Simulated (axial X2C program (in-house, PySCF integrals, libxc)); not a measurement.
# Worked dissociation energy of GeBr⁺: CCSD, scalar-relativistic

Calculated with an in-house all-electron X2C program for linear molecules (integrals from PySCF). Spin-free means the one-electron spin-free X2C Hamiltonian. Basis: Br dyall-cv3z [8s9p6d4f1g], Ge dyall-cv3z [9s9p7d4f1g] (cores contracted in-house); Gaussian nuclei, density fitting, unrestricted open shells. Masses: Br 78.918 u, Ge 73.921 u.

Molecular state: M_S = 0, Λ = 0 (closed shell).

Correlated methods: 10 electrons correlated (number of frozen shells: Br 3 s, 2 p, 1 d; Ge 3 s, 2 p, 1 d), 250 virtual spin orbitals or spinors in MP2, 90 natural virtuals in coupled cluster.

* E(Br) (2M_S = 1, M_L = 0): -2604.660147 hartree
* E(Ge+) (2M_S = 1, M_L = 0): -2096.897126 hartree
* E(GeBr⁺) at Re: -4701.701131 hartree
* ωe: 373.1 cm⁻¹
* ωexe: 0.739 cm⁻¹

Work out De and D0.

De = -2604.660147 + (-2096.897126) − (-4701.701131) = 0.14386 hartree = 3.915 eV. The zero-point energy is ωe/2 − ωexe/4 = 186 cm⁻¹ = 0.023 eV, so D0 = 3.891 eV.

One determinant describes the state; a PBE0 search over occupations chose it and may have missed a lower one. The closed shell is kept restricted, so the energy runs too high when the bond is stretched far. Dissociation energies refer to the lowest single-determinant-based atoms at the same level and basis. CCSD ran in a truncated set of natural virtual spinors with an MP2 remainder; without triples it tends to underbind. With the outer-core shells frozen, correlated bond lengths of heavy atoms tend to come out a few hundredths of an ångström too long. Spin–orbit coupling changes these values markedly for this molecule (Re by over 0.02 Å or De by over 0.25 eV), so the spin-free numbers are a model. Spin-free De lacks the spin–orbit lowering of the heavy p-block atom, a tenth of an eV or more for 4p and 5p, up to an eV for 6p and one to two eV for 7p atoms, less what an open-shell molecule gains itself.

Each atomic determinant is the lowest at this level and need not be a pure term. Totals compare only within one Hamiltonian and basis.
